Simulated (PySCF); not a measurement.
Sr: excitation energy

Sr [Kr] 5s2 (1S) → Sr [Kr] 5p2 (3P), as a difference of total energies. Computed with PySCF 2.14 in def2-TZVPPD with the def2 core potential (28 electrons), with scalar relativity through the core potential. Correlated levels: valence and next inner shell: nothing frozen outside the core potential. The calculations carry no spin-orbit coupling.

Q: Order these methods by the excitation energy they give, lowest first.
A. CCSD(T) (valence and next inner shell)
B. MP2 (valence and next inner shell)
C. UHF
D. SCS-MP2 (valence and next inner shell)

A: C (31449 cm⁻¹), A (36344 cm⁻¹), B (37663 cm⁻¹), D (38285 cm⁻¹).

Errors of the correlated levels include the incompleteness of this basis.

The coupled-cluster amplitudes are large for the upper state (T1 above 0.03 or a double amplitude above 0.15), so a single reference is strained.

For comparison: 35530 cm⁻¹ (measured; NIST levels, between the centres of gravity of the two terms).
